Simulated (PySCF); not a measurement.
# Correlation energy of N+ (nitrogen, charge +1)

[He] 2s1 2p3, high-spin 5S determinant (an excited configuration). Calculation: PySCF 2.14, in aug-cc-pwCVTZ; the non-relativistic Hamiltonian (point nucleus). Frozen: nothing; 6 electrons correlated.

| level | correlation energy (mhartree) |
| --- | --- |
| CCSD | -84.13 |
| (T) | -0.31 |
| CCSD(T) | -84.44 |

Diagnostics: T1 = 0.0015, D1 = 0.0030, largest double amplitude 0.019.

Problem. Is a single reference adequate?

Solution. Yes: T1 lies below 0.03 and no double amplitude reaches 0.07.
